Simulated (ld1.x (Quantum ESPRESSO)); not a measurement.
Pseudopotential generation for Rh (Z = 45): PAW, revPBE, scalar-relativistic.

Input for ld1.x (Quantum ESPRESSO) 7.5:

```
&input
   title='Rh', zed=45., rel=1, dft='REVPBE', iswitch=3,
   config='[Kr] 4d8 5s0.5 5p0.5',
   nld=3, rlderiv=2.20, eminld=-8.0, emaxld=5.0, deld=0.04
 /
 &inputp
   pseudotype=3, lpaw=.true., tm=.true., lloc=-2, rcloc=1.70,
   nlcc=.true., new_core_ps=.true., rcore=1.60,
   which_augfun='BESSEL', rmatch_augfun=1.65,
   file_pseudopw='Rh.UPF', file_wfcaegen='ae.wfc', file_wfcncgen='nc.wfc', file_beta='beta', file_chi='chi', file_wfcusgen='us.wfc'
 /
6
4S  1  0   2.00   0.00  1.45  1.65  0.0
5S  2  0   0.50   0.00  1.45  1.65  0.0
4P  2  1   6.00   0.00  1.45  1.65  0.0
5P  3  1   0.50   0.00  1.45  1.65  0.0
4D  3  2   8.00   0.00  1.75  2.00  0.0
4D  3  2   0.00   0.10  1.75  2.00  0.0
 &test
   configts(1)='4s2 4p6 4d8 5s0.5 5p0.5'
 /
```

Command:

```bash
ld1.x < Rh.in > Rh.out
```

The program printed (shortened: banner, matrices, multipoles, cross overlaps and the repeated all-electron block are left out):

```
Program LD1 v.7.5
     --------------------------- All-electron run ----------------------------

     Rh
     scalar relativistic calculation

     atomic number is 45.00
     dft =REVPBE   lsd =0 sic =0 latt =0  beta=0.20 tr2=1.0E-14
     Exchange-correlation= REVPBE
                           (   1   4   4   4   0   0   0)
     mesh =1233 r(mesh) =  98.82371 a.u. xmin = -7.00 dx = 0.01250
     1 Ry =  13.60569312 eV, c = 137.03599908

     n l     nl                  e(Ry)          e(Ha)          e(eV)
     1 0     1S 1( 2.00)     -1693.4682      -846.7341    -23040.8083
     2 0     2S 1( 2.00)      -245.5648      -122.7824     -3341.0795
     2 1     2P 1( 6.00)      -220.0554      -110.0277     -2994.0068
     3 0     3S 1( 2.00)       -43.9373       -21.9686      -597.7974
     3 1     3P 1( 6.00)       -35.5518       -17.7759      -483.7069
     4 0     4S 1( 2.00)        -6.1283        -3.0641       -83.3796
     4 1     4P 1( 6.00)        -3.7720        -1.8860       -51.3213
     3 2     3D 1(10.00)       -22.1540       -11.0770      -301.4205
     4 2     4D 1( 8.00)        -0.5006        -0.2503        -6.8105
     5 0     5S 1( 0.50)        -0.3554        -0.1777        -4.8356
     5 1     5P 1( 0.50)        -0.0925        -0.0463        -1.2587

     final scf error:  4.8E-16 reached in  30 iterations

     Etot =   -9568.538951 Ry,   -4784.269476 Ha, -130186.604604 eV

     Ekin =    9909.836722 Ry,    4954.918361 Ha,  134830.197334 eV
     Encl =  -23093.100684 Ry,  -11546.550342 Ha, -314197.641166 eV
     Eh   =    3892.110402 Ry,    1946.055201 Ha,   52954.859736 eV
     Exc  =    -277.385391 Ry,    -138.692696 Ha,   -3774.020509 eV

     normalization and overlap integrals

     s(1S/1S) =  1.000000  <r> =   0.0326  <r2> =    0.0014  r(max) =   0.0211
     s(2S/2S) =  1.000000  <r> =   0.1419  <r2> =    0.0237  r(max) =   0.1201
     s(2P/2P) =  1.000000  <r> =   0.1237  <r2> =    0.0187  r(max) =   0.0959
     s(3S/3S) =  1.000000  <r> =   0.3906  <r2> =    0.1746  r(max) =   0.3520
     s(3P/3P) =  1.000000  <r> =   0.3904  <r2> =    0.1771  r(max) =   0.3433
     s(4S/4S) =  1.000000  <r> =   0.9809  <r2> =    1.0907  r(max) =   0.8766
     s(4P/4P) =  1.000000  <r> =   1.0825  <r2> =    1.3443  r(max) =   0.9449
     s(3D/3D) =  1.000000  <r> =   0.3703  <r2> =    0.1639  r(max) =   0.2918
     s(4D/4D) =  1.000000  <r> =   1.5765  <r2> =    3.0952  r(max) =   1.1398
     s(5S/5S) =  1.000000  <r> =   3.2526  <r2> =   12.2916  r(max) =   2.6008
     s(5P/5P) =  1.000000  <r> =   5.2773  <r2> =   33.8601  r(max) =   3.8318

     ------------------------ End of All-electron run ------------------------

     --------------------- Generating PAW atomic setup --------------------

      Generating local potential from pseudized AE potential:
      Matching radius rcloc =   1.7000
      Enforcing V''(0)=0 (lloc=-2)

      Local pseudo, rcloc= 1.679 Estimated cut-off energy=    11.52 Ry

      Computing core charge for nlcc:

       r > 1.62 : true rho core
      Core charge pseudized with two Bessel functions
      Integrated core pseudo-charge :   0.04
      Wfc-us  4S rcutus= 1.638  Estimated cut-off energy=    20.68 Ry
      Wfc-us  5S rcutus= 1.638  Estimated cut-off energy=    41.87 Ry
      Wfc-us  4P rcutus= 1.638  Estimated cut-off energy=    31.51 Ry
      Wfc-us  5P rcutus= 1.638  Estimated cut-off energy=    57.18 Ry
      Wfc-us  4D rcutus= 2.000  Estimated cut-off energy=    29.14 Ry
      Wfc-us  4D rcutus= 2.000  Estimated cut-off energy=    34.14 Ry

     Required augmentation: BESSEL   radius:    1.650000
     Suggested rho cutoff for augmentation:  36.10 Ry

     Estimated PAW energy = -469.951262 Ryd

     ------------------- End of pseudopotential generation -------------------

     Computing logarithmic derivative in   2.19703
     Computing logarithmic derivative in   2.19703
     Computing the partial wave expansion
     R is outside the sphere for l=    0 j= 0.00
     R is outside the sphere for l=    0 j= 0.00
     R is outside the sphere for l=    1 j= 0.00
     R is outside the sphere for l=    1 j= 0.00
     R is outside the sphere for l=    2 j= 0.00
     R is outside the sphere for l=    2 j= 0.00

     ---------------------- Testing the pseudopotential ----------------------

     Rh
     scalar relativistic calculation

     atomic number is 45.00   valence charge is 17.00
     dft = SLA  PW   REVX PBC   lsd =0 sic =0 latt =0  beta=0.20 tr2=1.0E-14
     mesh =1233 r(mesh) =  98.82371 xmin = -7.00 dx = 0.01250

     n l     nl             e AE (Ry)        e PS (Ry)    De AE-PS (Ry)
     1 0     4S   1( 2.00)       -6.12828       -6.12828       -0.00000
     2 1     4P   1( 6.00)       -3.77205       -3.77205        0.00000
     3 2     4D   1( 8.00)       -0.50056       -0.50057        0.00001
     2 0     5S   1( 0.50)       -0.35541       -0.35542        0.00001
     3 1     5P   1( 0.50)       -0.09251       -0.09252        0.00001

     eps = 2.7E-15  iter =  8

     Etot =   -9568.538951 Ry,   -4784.269476 Ha, -130186.604604 eV
     Etotps =  -469.951261 Ry,    -234.975630 Ha,   -6394.012634 eV

     Ekin =     300.166373 Ry,     150.083186 Ha,    4083.971554 eV
     Encl =    -681.734357 Ry,    -340.867178 Ha,   -9275.468449 eV
     Ehrt =     189.002143 Ry,      94.501072 Ha,    2571.505161 eV
     Ecxc =    -277.385420 Ry,    -138.692710 Ha,   -3774.020901 eV
     (Ecc =      -0.016169 Ry,      -0.008084 Ha,      -0.219985 eV)

     ---------------------- End of pseudopotential test ----------------------
```

Generation and configuration tests took about 2.1 s on one core of a shared server CPU.

Transferability test of the new file with ld1.x, input:

```
&input
   title='Rh', zed=45., rel=1, dft='REVPBE', iswitch=2,
   config='[Kr] 4d8 5s0.5 5p0.5'
 /
 &test
   file_pseudo='Rh.UPF', nconf=8,
   configts(1)='4s2 4p6 4d8 5s0.5 5p0.5',
   configts(2)='4s2 4p6 4d8 5s1 5p0',
   configts(3)='4s2 4p6 4d8 5s0 5p0',
   configts(4)='4s2 4p6 4d7 5s0 5p0',
   configts(5)='4s1 4p6 4d8 5s1 5p0',
   configts(6)='4s2 4p6 4d8 5s0 5p1',
   configts(7)='4s2 4p5 4d8 5s1 5p0',
   configts(8)='4s2 4p6 4d5 5s0 5p0'
 /
```

```bash
ld1.x < Rh.test.in > Rh.test.out
```

Pseudopotential blocks of its output, shortened (energy terms left out):

```
     ---------------------- Testing the pseudopotential ----------------------

     n l     nl             e AE (Ry)        e PS (Ry)    De AE-PS (Ry)
     1 0     4S   1( 2.00)       -6.12828       -6.12828       -0.00000
     2 1     4P   1( 6.00)       -3.77205       -3.77205        0.00000
     3 2     4D   1( 8.00)       -0.50056       -0.50057        0.00001
     2 0     5S   1( 0.50)       -0.35541       -0.35542        0.00001
     3 1     5P   1( 0.50)       -0.09251       -0.09252        0.00001

     eps = 2.7E-15  iter =  8

     Etot =   -9568.538951 Ry,   -4784.269476 Ha, -130186.604604 eV
     Etotps =  -469.951261 Ry,    -234.975630 Ha,   -6394.012634 eV

     ---------------------- End of pseudopotential test ----------------------

          ---------------------- Testing the pseudopotential ----------------------

     n l     nl             e AE (Ry)        e PS (Ry)    De AE-PS (Ry)
     1 0     4S   1( 2.00)       -6.05846       -6.05860        0.00013
     2 1     4P   1( 6.00)       -3.70150       -3.70150        0.00000
     3 2     4D   1( 8.00)       -0.43212       -0.43209       -0.00003
     2 0     5S   1( 1.00)       -0.30822       -0.30825        0.00003
     3 1     5P   1( 0.00)       -0.06018       -0.06017       -0.00000

     eps = 8.4E-15  iter =  9

     Etot =   -9568.666477 Ry,   -4784.333238 Ha, -130188.339681 eV
     Etotps =  -470.078817 Ry,    -235.039409 Ha,   -6395.748128 eV
     dEtot_ae =      -0.127526 Ry
     dEtot_ps =      -0.127556 Ry,   Delta E=       0.000031 Ry

     ---------------------- End of pseudopotential test ----------------------

          ---------------------- Testing the pseudopotential ----------------------

     n l     nl             e AE (Ry)        e PS (Ry)    De AE-PS (Ry)
     1 0     4S   1( 2.00)       -6.62147       -6.62128       -0.00018
     2 1     4P   1( 6.00)       -4.26716       -4.26714       -0.00002
     3 2     4D   1( 8.00)       -0.99168       -0.99170        0.00002
     2 0     5S   1( 0.00)       -0.78180       -0.78175       -0.00005
     3 1     5P   1( 0.00)       -0.45137       -0.45136       -0.00001

     eps = 2.3E-15  iter = 11

     Etot =   -9568.127783 Ry,   -4784.063892 Ha, -130181.010382 eV
     Etotps =  -469.540029 Ry,    -234.770014 Ha,   -6388.417538 eV
     dEtot_ae =       0.411168 Ry
     dEtot_ps =       0.411232 Ry,   Delta E=      -0.000064 Ry

     ---------------------- End of pseudopotential test ----------------------

          ---------------------- Testing the pseudopotential ----------------------

     n l     nl             e AE (Ry)        e PS (Ry)    De AE-PS (Ry)
     1 0     4S   1( 2.00)       -7.59791       -7.59786       -0.00004
     2 1     4P   1( 6.00)       -5.23097       -5.23097       -0.00000
     3 2     4D   1( 7.00)       -1.88596       -1.88595       -0.00000
     2 0     5S   1( 0.00)       -1.43465       -1.43469        0.00004
     3 1     5P   1( 0.00)       -1.00801       -1.00805        0.00005

     eps = 2.7E-15  iter =  9

     Etot =   -9566.700162 Ry,   -4783.350081 Ha, -130161.586600 eV
     Etotps =  -468.112337 Ry,    -234.056169 Ha,   -6368.992807 eV
     dEtot_ae =       1.838789 Ry
     dEtot_ps =       1.838923 Ry,   Delta E=      -0.000134 Ry

     ---------------------- End of pseudopotential test ----------------------

          ---------------------- Testing the pseudopotential ----------------------

     n l     nl             e AE (Ry)        e PS (Ry)    De AE-PS (Ry)
     1 0     4S   1( 1.00)       -7.06078       -7.06098        0.00020
     2 1     4P   1( 6.00)       -4.67687       -4.67758        0.00071
     3 2     4D   1( 8.00)       -1.30166       -1.30175        0.00009
     2 0     5S   1( 1.00)       -0.89086       -0.89057       -0.00029
     3 1     5P   1( 0.00)       -0.51922       -0.51930        0.00008

     eps = 7.8E-15  iter = 12

     Etot =   -9562.126743 Ry,   -4781.063372 Ha, -130099.362072 eV
     Etotps =  -463.536640 Ry,    -231.768320 Ha,   -6306.737269 eV
     dEtot_ae =       6.412208 Ry
     dEtot_ps =       6.414621 Ry,   Delta E=      -0.002413 Ry

     ---------------------- End of pseudopotential test ----------------------

          ---------------------- Testing the pseudopotential ----------------------

     n l     nl             e AE (Ry)        e PS (Ry)    De AE-PS (Ry)
     1 0     4S   1( 2.00)       -6.18937       -6.18921       -0.00016
     2 1     4P   1( 6.00)       -3.83376       -3.83373       -0.00003
     3 2     4D   1( 8.00)       -0.55974       -0.55976        0.00002
     2 0     5S   1( 0.00)       -0.39461       -0.39458       -0.00003
     3 1     5P   1( 1.00)       -0.12067       -0.12067       -0.00000

     eps = 3.9E-15  iter = 11

     Etot =   -9568.404582 Ry,   -4784.202291 Ha, -130184.776421 eV
     Etotps =  -469.816879 Ry,    -234.908440 Ha,   -6392.184286 eV
     dEtot_ae =       0.134369 Ry
     dEtot_ps =       0.134381 Ry,   Delta E=      -0.000012 Ry

     ---------------------- End of pseudopotential test ----------------------

          ---------------------- Testing the pseudopotential ----------------------

     n l     nl             e AE (Ry)        e PS (Ry)    De AE-PS (Ry)
     1 0     4S   1( 2.00)       -7.03148       -7.03243        0.00095
     2 1     4P   1( 5.00)       -4.65225       -4.65281        0.00055
     3 2     4D   1( 8.00)       -1.28848       -1.28848        0.00000
     2 0     5S   1( 1.00)       -0.89196       -0.89196       -0.00000
     3 1     5P   1( 0.00)       -0.52018       -0.52021        0.00004

     eps = 4.3E-15  iter = 18

     Etot =   -9564.508284 Ry,   -4782.254142 Ha, -130131.764591 eV
     Etotps =  -465.918125 Ry,    -232.959062 Ha,   -6339.139028 eV
     dEtot_ae =       4.030667 Ry
     dEtot_ps =       4.033136 Ry,   Delta E=      -0.002469 Ry

     ---------------------- End of pseudopotential test ----------------------

          ---------------------- Testing the pseudopotential ----------------------

     n l     nl             e AE (Ry)        e PS (Ry)    De AE-PS (Ry)
     1 0     4S   1( 2.00)       -9.92336       -9.92506        0.00170
     2 1     4P   1( 6.00)       -7.51383       -7.51516        0.00133
     3 2     4D   1( 5.00)       -4.00782       -4.00855        0.00073
     2 0     5S   1( 0.00)       -2.97493       -2.97615        0.00121
     3 1     5P   1( 0.00)       -2.38463       -2.38586        0.00123

     eps = 2.4E-15  iter = 13

     Etot =   -9560.871248 Ry,   -4780.435624 Ha, -130082.280184 eV
     Etotps =  -462.282443 Ry,    -231.141222 Ha,   -6289.673058 eV
     dEtot_ae =       7.667703 Ry
     dEtot_ps =       7.668817 Ry,   Delta E=      -0.001114 Ry

     ---------------------- End of pseudopotential test ----------------------
```
